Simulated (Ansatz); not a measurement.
`CC(C)N([SiH3])[SiH2]Cl`, relaxed with RKS PBE-D4/def2-SVP in Ansatz from a rough embedded geometry. The force threshold is 0.03 eV/Å; the program also tests the step.

Charge 0, multiplicity 1.

Start:

```xyz
19

C    -0.633   -1.620    0.688
C    -0.881   -0.264    0.013
C    -1.738    0.590    0.927
N     0.272    0.418   -0.407
Si    1.585    1.015    0.558
Si    1.069    0.200   -1.966
Cl   -0.364    0.119   -3.431
H    -0.025   -2.307   -0.021
H     0.001   -1.550    1.624
H    -1.504   -2.162    0.897
H    -1.503   -0.457   -0.843
H    -1.288    0.723    1.951
H    -2.671    0.073    1.096
H    -1.948    1.557    0.513
H     2.589   -0.060    0.738
H     2.237    2.210    0.035
H     1.042    1.300    1.902
H     2.009    1.304   -2.335
H     1.751   -1.089   -1.939
```

```csv
step,energy (eV),largest force (eV/Å),largest move (Å)
1,-33044.2841,3.404,0.000
2,-33044.8765,1.520,0.152
3,-33044.9734,0.680,0.200
4,-33045.0056,0.439,0.179
5,-33045.0376,0.210,0.200
6,-33045.0595,0.258,0.194
7,-33045.0753,0.377,0.197
8,-33045.1067,0.106,0.200
9,-33045.1231,0.122,0.195
10,-33045.1396,0.159,0.195
11,-33045.1474,0.209,0.152
12,-33045.1557,0.223,0.128
13,-33045.1643,0.130,0.152
14,-33045.1676,0.074,0.058
15,-33045.1694,0.041,0.068
16 (rejected),-33045.1682,0.276,0.076
17,-33045.1702,0.021,0.037
18,-33045.1706,0.056,0.065
19,-33045.1708,0.046,0.045
20,-33045.1709,0.017,0.031
```

End:

```xyz
19

C    -0.338   -1.611    1.117
C    -0.667   -0.592    0.024
C    -1.783    0.372    0.446
N     0.556    0.139   -0.421
Si    1.655    0.863    0.765
Si    0.722    0.441   -2.126
Cl   -0.531    1.984   -2.813
H     0.463   -2.304    0.792
H    -0.002   -1.110    2.051
H    -1.236   -2.209    1.374
H    -1.031   -1.163   -0.862
H    -1.484    0.963    1.336
H    -2.707   -0.185    0.705
H    -2.019    1.081   -0.372
H     2.476   -0.169    1.492
H     2.576    1.767   -0.002
H     0.915    1.667    1.802
H     2.131    0.850   -2.423
H     0.304   -0.786   -2.882
```

Hardware: 2 threads of an AMD EPYC 7R13 on a shared host and a share of an NVIDIA H100 80 GB. Wall time 54 s, peak host memory 0.84 GiB.
